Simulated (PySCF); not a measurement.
Pt²⁺: excitation energy

Pt²⁺ [Xe] 4f14 5d8 (3F) → Pt²⁺ [Xe] 4f14 5d7 6s1 (5F), as a difference of total energies. Calculation: PySCF 2.14, in x2c-TZVPPall (11s7p7d3f1g, 97 functions); the spin-free X2C one-electron Hamiltonian (Gaussian nucleus). Correlated levels: valence: [Xe] 4f14 frozen; valence and next inner shell: [Kr] 4d10 4f14 frozen. The calculations carry no spin-orbit coupling.

```
                                method  excitation energy (cm⁻¹)
                                   UHF                     20968
                                   LDA                     23486
                                   PBE                     22672
                                  PBE0                     23703
                                r2SCAN                     21590
                                PBEsol                     22797
                               LC-wPBE                     25010
                                  MN15                     24608
                         MP2 (valence)                     25145
                     SCS-MP2 (valence)                     27830
    MP2 (valence and next inner shell)                     23244
SCS-MP2 (valence and next inner shell)                     25162
```

A first-order spin-orbit estimate (lowest level to lowest level, LS coupling) adds -0.037 eV.

The basis was made for the ground configuration and has no added diffuse functions, so the excitation energy can come out too high.
